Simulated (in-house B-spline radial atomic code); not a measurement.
Configurations of Ar VI (Ar5+), with energies counted from [Ne] 3s2 3p1. Computed with a B-spline radial code for spherical atoms: Dirac-Hartree-Fock, average of configuration, Fermi nucleus of rms radius 3.4274 fm. Energies include first-order Breit, QED and recoil terms.

Occupations are held fixed; configurations that lie above the ionisation limit could autoionise.

| configuration | E - E(ref) (eV) | highest orbital | its <r> (bohr) |
| --- | --- | --- | --- |
| [Ne] 3s1 3p1 3d1 | 40.041 | 3d5/2 | 1.379 |
| [Ne] 3s2 4s1 | 42.049 | 4s1/2 | 2.592 |
| [Ne] 3s2 5s1 | 62.471 | 5s1/2 | 4.457 |
| [Ne] 3s1 3p1 4f1 | 73.945 | 4f7/2 | 2.903 |
| [Ne] 3s2 6f1 | 76.355 | 6f7/2 | 7.859 |
| [Ne] 3s2 7s1 | 77.472 | 7s1/2 | 9.68 |
| [Ne] 3s2 7p1 | 78.328 | 7p3/2 | 10.22 |
| [Ne] 3s1 3p1 5g1 | 85.462 | 5g9/2 | 4.571 |
| [Ne] 3s1 3p1 6d1 | 90.432 | 6d5/2 | 7.864 |
| [Ne] 3s1 3p1 6g1 | 91.45 | 6g9/2 | 7.314 |

(1) Order these further configurations by energy, lowest first.
A. [Ne] 3s2 6s1
B. [Ne] 3s1 3p1 5d1
C. [Ne] 3s2 5f1
D. [Ne] 3s2 4p1
E. [Ne] 3s2 5d1

(2) How far above the reference does [Ne] 3s2 6d1 lie?

(3) How far above the reference does [Ne] 3s1 3p1 4d1 lie?

(4) How far above the reference does [Ne] 3s2 7f1 lie?

Results:

(1) D (48.096 eV), E (68.768 eV), C (70.258 eV), A (72.124 eV), B (83.66 eV).

(2) 75.524 eV; its least bound orbital is 6d5/2 with <r> = 7.874 bohr.

(3) 70.777 eV; its least bound orbital is 4d5/2 with <r> = 3.073 bohr.

(4) 80.029 eV; its least bound orbital is 7f7/2 with <r> = 11.09 bohr.
